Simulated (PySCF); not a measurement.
## Structure elucidation problem

An unknown has the formula C12H8O. Its calculated NMR data are:

1H NMR (500 MHz, computed): δ 8.25 (m, 2H), 7.68 (m, 2H), 7.61 (m, 2H), 7.53 (m, 2H).

13C{1H} NMR (computed): δ 160.3, 132.4, 128.1, 127.6, 126.0, 116.4.

PySCF calculation with PBE0-D3(BJ)/def2-SVP geometry, spin–spin couplings from B3LYP/pcJ-1 (without the spin–dipole term) and GIAO PBE0/pcSseg-1 shieldings; non-relativistic Hamiltonian, one conformer, one averaged value for each set of equivalent atoms, in vacuum.

References, each an isolated molecule treated in the same way: 1H, 13C against TMS.

Deduce the structure.

Results:


- Rings plus π bonds: 9 (3 rings in the answer).
- 6 carbon signals for 12 carbons: some carbons are equivalent by symmetry or fast rotation.
- Carbon types of the structure: 4 × C, 8 × CH, which accounts for all hydrogens.
- δC 160.3, 128.1: ring-fusion aromatic carbon.
- δC 132.4, 127.6, 126.0, 116.4: aromatic CH.
- δH 8.25, 7.68, 7.61, 7.53: hydrogen on an aromatic CH; ring-current deshielding.

Structure: dibenzofuran (c1ccc2oc3c(cccc3)c2c1).

The data come from this structure; uniqueness wasn't tested.

Multiplet labels drop couplings under 1 Hz and merge nearly equal ones. Unscaled 3J(H,H) at this level run about 10 % above measured values. Shifts are as computed. Against solution values, carbons near 30 ppm lie about +2 ppm off and those near 130 ppm about +5 ppm (rms about the fit 1.9 ppm; single classes can miss by 10 ppm). Of 1328 compounds with measured shifts, 309 miss one by over three times the rms of a fit or turn the order of signals round; such compounds aren't used in these exercises. Signals without a measured value on file couldn't be tested in this way; 1H shifts scatter by 0.2 ppm about their fit, and single ones miss by 0.5 ppm.
